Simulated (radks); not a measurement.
Values are calculated unless marked as measured or tabulated.
Ionisation of neutral cobalt, [Ar] 3d7 4s2, to Co+, [Ar] 3d8, under several functionals. Scalar-relativistic Kohn-Sham, spin-unpolarised, spherical densities, point nucleus; a radial shooting solver on a logarithmic mesh with Libxc functionals.

functional,E(Co) (hartree),Exc (hartree),IE (eV),-e(HOMO) (eV),<r> HOMO (bohr),IE error (eV)
PBEsol,-1391.90201,-58.04222,6.423,5.489,2.881,-1.458
XLYP,-1393.73292,-59.90416,6.670,5.437,2.898,-1.211
exchange-only PBE,-1391.95257,-58.08047,6.270,4.811,2.960,-1.611
HCTH/407,-1393.98526,-60.25622,5.988,5.472,2.929,-1.893
"LDA (Slater exchange, Perdew-Wang correlation)",-1390.77765,-56.89867,6.690,5.674,2.869,-1.191

NIST Atomic Spectra Database: 7.881 eV (measured). Closest: LDA (Slater exchange, Perdew-Wang correlation). The Delta-SCF values span 0.70 eV, the total energies 3.21 hartree. The highest occupied level is 4s. Spin polarisation and multiplet splitting are left out, so open shells lie too high by an amount that depends on their filling.

Beside tabulated values, note that spin-unpolarised runs miss the spin-polarisation part of the exchange energy of open shells.
